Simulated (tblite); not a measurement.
Record of a relaxation.

Species: C₅H₁₄AlB.
Atom-mapped SMILES: `[BH2:1][C@@H:2]([AlH2:3])[C@@H:4]([CH3:5])[CH2:6][CH3:7]` (hydrogens: H8, H9 on B1; H10 on C2; H11, H12 on Al3; H13 on C4; H14, H15, H16 on C5; H17, H18 on C6; H19, H20, H21 on C7)

Computed with GFN2-xTB (tblite), gas phase: L-BFGS steps from a force-field or distance-geometry start until the largest atomic force falls under 0.01 eV/Å. 6 of its 102 geometries are shown.

Step 0: E = -546.3354 eV, largest atomic force 1.994 eV/Å
```
atom  x, y, z in Å  |  force x, y, z in eV/Å
B1     -2.197    0.692   -0.470    0.192  -0.138  -1.078
C2     -1.021    0.034    0.366   -1.445  -1.168   0.724
Al3    -1.317   -1.922    0.326   -0.608  -0.696  -0.397
C4      0.260    0.502   -0.248    0.047   1.948  -0.160
C5      0.220    2.022   -0.108    0.744   1.598   0.397
C6      1.506    0.064    0.454    1.892   0.273  -0.504
C7      1.701   -1.431    0.546    1.214  -0.419   0.456
H8     -2.080    1.803   -0.887   -0.525  -0.482   0.251
H9     -2.931   -0.024   -1.059   -0.317   0.184   0.371
H10    -1.116    0.369    1.430    0.344   0.113  -0.394
H11    -2.460   -2.510    1.290    0.459   0.043  -0.204
H12    -1.036   -2.747   -1.019    0.033   0.097   0.488
H13     0.309    0.309   -1.336   -0.023  -0.552   0.527
H14     0.252    2.526   -1.094   -0.117  -0.060   0.731
H15    -0.670    2.336    0.477    0.843   0.099  -0.586
H16     1.103    2.350    0.487   -0.496   0.123  -0.593
H17     1.668    0.571    1.441   -0.474  -0.637  -0.615
H18     2.364    0.424   -0.185   -0.612  -0.035   0.465
H19     1.232   -1.822    1.467   -0.053  -0.206  -0.515
H20     1.390   -1.966   -0.376   -0.069   0.292   0.611
H21     2.816   -1.563    0.653   -1.031  -0.377   0.025
```

Step 20: E = -547.3391 eV, largest atomic force 0.574 eV/Å
```
atom  x, y, z in Å  |  force x, y, z in eV/Å
B1     -2.272    0.547   -0.568   -0.069   0.064   0.247
C2     -0.986    0.048    0.167    0.000  -0.135   0.001
Al3    -1.260   -1.976    0.201   -0.168   0.085  -0.097
C4      0.371    0.700   -0.207   -0.350  -0.453  -0.037
C5      0.392    2.225   -0.087   -0.030  -0.133  -0.093
C6      1.584    0.089    0.526   -0.346   0.142  -0.127
C7      1.593   -1.434    0.527   -0.018   0.213  -0.012
H8     -2.369    1.593   -1.091    0.084  -0.178  -0.266
H9     -3.245   -0.138   -0.479    0.118   0.180   0.128
H10    -1.264    0.262    1.226    0.192  -0.093  -0.056
H11    -2.231   -2.629    1.238    0.109   0.189   0.079
H12    -0.945   -3.018   -0.898    0.175   0.036  -0.084
H13     0.512    0.469   -1.269    0.062  -0.128   0.016
H14     0.283    2.647   -1.071   -0.066   0.321  -0.276
H15    -0.410    2.617    0.522   -0.060  -0.035   0.267
H16     1.346    2.538    0.307    0.177   0.256   0.179
H17     1.637    0.459    1.555    0.007  -0.004  -0.107
H18     2.466    0.432   -0.024    0.059   0.027   0.217
H19     0.910   -1.851    1.282    0.055   0.023   0.001
H20     1.270   -1.811   -0.450    0.152  -0.052   0.024
H21     2.609   -1.752    0.746   -0.083  -0.326  -0.005
```

Step 40: E = -547.7531 eV, largest atomic force 0.221 eV/Å
```
atom  x, y, z in Å  |  force x, y, z in eV/Å
B1     -2.274    0.508   -0.510   -0.062  -0.027   0.011
C2     -0.953    0.142    0.131    0.029  -0.215  -0.043
Al3    -1.280   -1.879    0.051   -0.026   0.208   0.035
C4      0.399    0.712   -0.282    0.073   0.184   0.054
C5      0.386    2.243   -0.093    0.077   0.073  -0.003
C6      1.522    0.077    0.550    0.043  -0.035   0.043
C7      1.516   -1.450    0.501    0.062   0.029   0.002
H8     -2.351    1.003   -1.564    0.027   0.031  -0.186
H9     -3.278    0.251    0.059    0.002  -0.077   0.057
H10    -0.984    0.080    1.234   -0.113   0.085   0.163
H11    -2.046   -2.443    1.269   -0.048  -0.046   0.042
H12    -0.858   -2.940   -0.990   -0.024  -0.023  -0.115
H13     0.596    0.501   -1.342   -0.032  -0.022   0.106
H14     0.050    2.728   -1.011   -0.044  -0.024   0.188
H15    -0.281    2.540    0.720    0.039  -0.131  -0.135
H16     1.375    2.632    0.154    0.005  -0.110  -0.140
H17     1.414    0.386    1.595    0.047   0.065  -0.060
H18     2.490    0.445    0.193   -0.105  -0.035   0.008
H19     0.715   -1.862    1.142    0.116   0.020  -0.166
H20     1.367   -1.818   -0.522   -0.001   0.087   0.138
H21     2.465   -1.838    0.870   -0.066  -0.037   0.002
```

Step 61: E = -547.8929 eV, largest atomic force 0.202 eV/Å
```
atom  x, y, z in Å  |  force x, y, z in eV/Å
B1     -2.255    0.351   -0.554    0.156  -0.060   0.113
C2     -0.982    0.223    0.264    0.021   0.113   0.008
Al3    -1.475   -1.763    0.037    0.071  -0.028  -0.053
C4      0.394    0.710   -0.192   -0.037  -0.072  -0.012
C5      0.432    2.235   -0.072   -0.001   0.004  -0.007
C6      1.553    0.094    0.602   -0.030   0.019  -0.016
C7      1.585   -1.422    0.496   -0.040   0.038   0.004
H8     -2.236    0.475   -1.725   -0.011   0.039   0.007
H9     -3.298    0.215    0.002    0.020  -0.036  -0.034
H10    -1.078    0.328    1.359   -0.004   0.015  -0.064
H11    -2.116   -2.526    1.225   -0.027  -0.006  -0.010
H12    -1.102   -2.652   -1.185   -0.005   0.016   0.049
H13     0.544    0.439   -1.243   -0.069   0.018  -0.042
H14    -0.227    2.677   -0.815   -0.021   0.057   0.037
H15     0.092    2.539    0.917    0.038   0.036  -0.021
H16     1.441    2.619   -0.224   -0.044  -0.023  -0.027
H17     1.488    0.396    1.650   -0.040  -0.034   0.019
H18     2.488    0.495    0.205    0.036   0.007   0.002
H19     0.696   -1.855    0.976    0.005  -0.075   0.018
H20     1.577   -1.729   -0.552    0.022  -0.013   0.045
H21     2.469   -1.831    0.981   -0.041  -0.016  -0.019
```

Step 81: E = -547.9153 eV, largest atomic force 0.040 eV/Å
```
atom  x, y, z in Å  |  force x, y, z in eV/Å
B1     -2.246    0.315   -0.544    0.004   0.020  -0.005
C2     -0.983    0.257    0.280   -0.004   0.008  -0.004
Al3    -1.449   -1.750    0.030    0.012   0.000   0.038
C4      0.384    0.730   -0.196   -0.002  -0.003   0.001
C5      0.462    2.255   -0.085   -0.001  -0.021   0.004
C6      1.522    0.091    0.609   -0.002  -0.001   0.002
C7      1.547   -1.425    0.490    0.008   0.009   0.012
H8     -2.229    0.470   -1.712   -0.010  -0.012  -0.005
H9     -3.287    0.091   -0.007   -0.005   0.020   0.001
H10    -1.073    0.367    1.371   -0.012  -0.013  -0.006
H11    -2.131   -2.523    1.190   -0.005   0.003  -0.018
H12    -1.002   -2.636   -1.161    0.014  -0.019  -0.018
H13     0.510    0.454   -1.249   -0.004   0.001   0.000
H14    -0.294    2.716   -0.716   -0.001   0.006   0.018
H15     0.287    2.563    0.944   -0.006   0.030   0.002
H16     1.442    2.617   -0.390   -0.010  -0.005  -0.016
H17     1.422    0.374    1.660    0.006  -0.008   0.002
H18     2.475    0.493    0.252   -0.004  -0.023  -0.010
H19     0.652   -1.872    0.951    0.005   0.013   0.000
H20     1.563   -1.730   -0.558    0.013   0.012   0.018
H21     2.418   -1.839    0.993    0.004  -0.018  -0.016
```

Step 101: E = -547.9177 eV, largest atomic force 0.009 eV/Å
```
atom  x, y, z in Å  |  force x, y, z in eV/Å
B1     -2.250    0.324   -0.544   -0.003  -0.001  -0.003
C2     -0.992    0.257    0.290   -0.001   0.005   0.001
Al3    -1.432   -1.751    0.033   -0.003  -0.005  -0.003
C4      0.377    0.723   -0.188    0.005  -0.004   0.001
C5      0.457    2.249   -0.084   -0.002   0.004   0.002
C6      1.523    0.088    0.611    0.003  -0.005   0.000
C7      1.552   -1.428    0.493    0.003   0.000   0.001
H8     -2.216    0.455   -1.716   -0.003   0.002  -0.002
H9     -3.300    0.139   -0.018    0.003   0.000   0.002
H10    -1.091    0.384    1.378    0.002  -0.003   0.007
H11    -2.153   -2.528    1.164   -0.002  -0.005  -0.007
H12    -0.958   -2.631   -1.157    0.000   0.006   0.006
H13     0.496    0.445   -1.242    0.002  -0.003  -0.002
H14    -0.332    2.707   -0.674    0.001   0.000  -0.008
H15     0.334    2.563    0.951    0.004   0.006   0.003
H16     1.418    2.612   -0.442   -0.004  -0.002   0.001
H17     1.432    0.372    1.663   -0.001   0.001  -0.005
H18     2.471    0.489    0.243   -0.002   0.000   0.001
H19     0.657   -1.876    0.954    0.008   0.003  -0.002
H20     1.572   -1.731   -0.554   -0.005   0.000   0.004
H21     2.425   -1.842    0.994   -0.004   0.003   0.000
```

**Question.** Summarise the path.

**Answer.** The energy falls by 36.49 kcal/mol from step 0 to step 101; nine tenths of that is first reached at step 41. It rises by more than 0.2 meV at step 24. The largest force goes from 1.994 to 0.009 eV/Å. Among the bonds C2–Al3 changes most, from 1.979 to 2.072 Å; the atoms move by 0.648 Å rms after alignment.

**Question.** Follow the three bonds and two angles with the largest change from start to end.

**Answer.** 
```csv
step,E above end (kcal/mol),largest force (eV/Å),C2–Al3 (Å),B1–C2 (Å),Al3–H11 (Å),B1–C2–Al3 (°),B1–C2–C4 (°)
0,36.49,1.994,1.979,1.587,1.607,106.8,106.7
4,23.74,0.548,1.991,1.585,1.536,106.0,102.4
9,20.37,0.398,1.987,1.598,1.572,101.8,106.5
13,17.88,0.363,2.037,1.583,1.560,102.3,111.3
18,14.77,0.414,2.020,1.581,1.565,103.0,115.6
22,10.89,0.637,2.063,1.534,1.551,101.5,121.8
26,7.93,0.359,2.018,1.529,1.547,101.9,122.2
31,5.34,0.321,2.059,1.524,1.558,99.0,123.6
35,4.64,0.240,2.019,1.525,1.548,98.3,124.3
40,3.80,0.221,2.049,1.514,1.546,94.8,124.7
44,2.85,0.208,2.046,1.521,1.560,91.2,123.2
48,1.97,0.242,2.065,1.514,1.557,86.6,123.4
53,1.13,0.138,2.042,1.520,1.547,82.5,123.3
57,0.79,0.112,2.065,1.513,1.555,79.8,124.1
61,0.57,0.202,2.060,1.519,1.550,79.7,124.5
66,0.27,0.148,2.078,1.508,1.555,77.6,124.8
70,0.16,0.069,2.078,1.511,1.549,77.1,124.8
75,0.11,0.043,2.078,1.508,1.550,77.3,124.6
79,0.07,0.037,2.076,1.511,1.549,77.6,124.7
83,0.04,0.045,2.076,1.509,1.552,77.5,124.7
88,0.02,0.022,2.073,1.511,1.551,78.1,124.8
92,0.01,0.026,2.071,1.511,1.551,78.1,124.5
97,0.00,0.014,2.072,1.511,1.551,78.2,124.3
101,0.00,0.009,2.072,1.511,1.551,78.3,124.1
```

What follows is the cost of the whole relaxation. The run took 0.85 s of wall time on one thread, INTEL XEON PLATINUM 8581C at 2.10 GHz (x86_64), on a shared host.
